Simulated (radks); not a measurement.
Question: Valence configurations of the nickel ion Ni3+ (all share [Ar]). Method: Dirac Kohn-Sham, PBE, spin-unpolarised, spherical densities, finite nucleus; open shells fill j = l - 1/2 first; Fermi nuclear charge, rms radius 3.7757 fm; computed with a radial shooting solver on a logarithmic mesh with Libxc functionals. Order these by energy: 3d3 4p4; 3d6.5 4s0.5; 3d6 4s1; 3d4 4s1 4p2; 3d6 4p1; 3d5 4p2; 3d6.5 4p0.5; 3d5 4s2; 3d7; 3d5 4s1 4p1.

Answer: From the lowest, in eV above it: 3d7 0.000; 3d6.5 4s0.5 7.334; 3d6.5 4p0.5 11.366; 3d6 4s1 15.974; 3d6 4p1 24.305; 3d5 4s2 37.502; 3d5 4s1 4p1 46.339; 3d5 4p2 55.229; 3d4 4s1 4p2 84.001; 3d3 4p4 140.68. NIST lists [Ar] 3d7 as the ground configuration; this level of theory agrees among the configurations tried. The energies are those of spherical spin-averaged densities, not of single terms.
